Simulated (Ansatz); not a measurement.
The same path of BF2H + BrH (6 atoms, charge 0, multiplicity 1) was run twice with different band settings. Lost on the way: B1–F2, Br5–H6. Made: B1–Br5, F2–H6.

Method: RHF/def2-SVP in Ansatz 0.2.0.

Relaxed end points:

```xyz
6
Properties=species:S:1:pos:R:3
B -0.007 -0.459 -0.164
F 0.011 -0.573 1.139
F 1.134 -0.506 -0.791
H -1.031 -0.337 -0.753
Br 0.029 3.046 1.188
H 0.133 2.112 2.238
```

```xyz
6
Properties=species:S:1:pos:R:3
B -0.008 0.480 -0.460
F 0.003 -0.072 2.120
F 1.136 -0.115 -0.609
H -1.034 -0.100 -0.590
Br -0.010 2.393 -0.166
H 0.181 0.697 2.562
```

Common settings: movable images 7; spring 5.0 eV/Å²; start path through a guess of the saddle point; force threshold 0.05 eV/Å; iteration limit 60; end points relaxed.

| run | climbing image | optimiser |
| --- | --- | --- |
| 1 | yes | quadratic models (default) |
| 2 | from the first iteration | lbfgs |

**Question.** What does each run give, and how far can it be trusted?

**Answer.** Run 1: converged after 29 iterations, highest image 2.033 eV above the first end. A vibrational analysis at the climbing image gives one clearly imaginary mode, 1305i cm⁻¹: a first-order saddle point.
Run 2: converged after 53 iterations, highest image 2.033 eV above the first end. Neighbouring images differ by up to 1.3 eV, so the band resolves the path poorly. Another band between the same ends (7 images) ends at a top of the same energy, where a vibrational analysis finds 1 clearly imaginary mode.
The orbitals stay closed-shell, which can raise the energy where a bond breaks towards radicals; this wasn't checked here.
